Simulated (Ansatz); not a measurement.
Geometry optimisation, RKS PBE-D4/def2-SVP (Ansatz 0.2.0).

Input file:

```yaml
crystal:
  periodic: [false, false, false]
  atoms:
    - { symbol: Si, position_ang: [-0.1585, -0.4172, -0.1241] }
    - { symbol: S, position_ang: [1.6607, 1.2793, 0.2949] }
    - { symbol: O, position_ang: [-0.2899, -0.8368, -1.6736] }
    - { symbol: O, position_ang: [-1.3917, -0.1603, 0.8988] }
    - { symbol: O, position_ang: [0.6088, -1.6889, 0.5356] }
    - { symbol: H, position_ang: [0.2181, 1.7509, -0.6702] }
    - { symbol: H, position_ang: [-0.5835, 1.2408, -0.9008] }
    - { symbol: H, position_ang: [1.1066, 1.7341, 1.4125] }
    - { symbol: H, position_ang: [0.16, -1.6309, -1.9628] }
    - { symbol: H, position_ang: [-2.0608, 0.493, 0.711] }
    - { symbol: H, position_ang: [0.7302, -1.764, 1.4788] }
basis:
  gaussian: { orbitals: def2-SVP }
hamiltonian:
  xc: pbe
  dispersion: d4
relax:
  f_tol: 0.15
  max_steps: 25
  restrain:
    - { distance: [0, 6], at: 2.72, k: 30.0 }
    - { distance: [5, 1], at: 2.66, k: 30.0 }
    - { distance: [0, 1], at: 2.16, k: 30.0 }
    - { distance: [5, 6], at: 0.62, k: 30.0 }
```

Command:

```bash
$ ansatz run input.yaml --threads 2 --pin off --max-ram 3072MiB --backend cpu --events-out ev --progress --plain --runs-dir out
```

Question: Where does it end, and by what steps?

Answer: It converged. The restraints hold the end off the free minimum. After 12 steps the energy has fallen by 1.937 eV (the restraints' own energy left out); H6 moved furthest, 0.72 Å. Joined: H6–H7 (0.98 → 0.71 Å).

```json
{"step": "0", "energy less start (eV)": "0.0000", "largest force component (eV/Å)": "1.924", "accepted": "yes"}
{"step": "1", "energy less start (eV)": "-0.6795", "largest force component (eV/Å)": "2.700", "accepted": "yes"}
{"step": "2", "energy less start (eV)": "-0.9007", "largest force component (eV/Å)": "4.728", "accepted": "yes"}
{"step": "3", "energy less start (eV)": "-1.2537", "largest force component (eV/Å)": "4.733", "accepted": "yes"}
{"step": "4", "energy less start (eV)": "-1.7114", "largest force component (eV/Å)": "3.148", "accepted": "yes"}
{"step": "5", "energy less start (eV)": "-1.7965", "largest force component (eV/Å)": "1.991", "accepted": "yes"}
{"step": "6", "energy less start (eV)": "-1.8926", "largest force component (eV/Å)": "2.069", "accepted": "yes"}
{"step": "7", "energy less start (eV)": "-1.9138", "largest force component (eV/Å)": "2.079", "accepted": "yes"}
{"step": "8", "energy less start (eV)": "-1.9165", "largest force component (eV/Å)": "2.100", "accepted": "yes"}
{"step": "9", "energy less start (eV)": "-1.8722", "largest force component (eV/Å)": "1.595", "accepted": "no"}
{"step": "10", "energy less start (eV)": "-1.9305", "largest force component (eV/Å)": "1.972", "accepted": "yes"}
{"step": "11", "energy less start (eV)": "-1.9219", "largest force component (eV/Å)": "1.965", "accepted": "no"}
{"step": "12", "energy less start (eV)": "-1.9374", "largest force component (eV/Å)": "1.787", "accepted": "yes"}
```

```xyz
11
Properties=species:S:1:pos:R:3
Si 0.090 -0.493 0.092
S 1.633 0.975 0.452
O -0.043 -0.702 -1.556
O -1.331 -0.013 0.819
O 0.481 -1.988 0.720
H -0.418 1.995 -0.913
H -0.894 1.640 -1.300
H 1.043 1.390 1.612
H 0.022 -1.643 -1.804
H -1.704 0.796 0.424
H 1.120 -1.956 1.453
```

The run took 45 s on 2 threads of Intel(R) Xeon(R) Platinum 8259CL CPU @ 2.50GHz (Skylake/Cascade Lake), with other jobs on the host, peak memory 0.17 GiB.
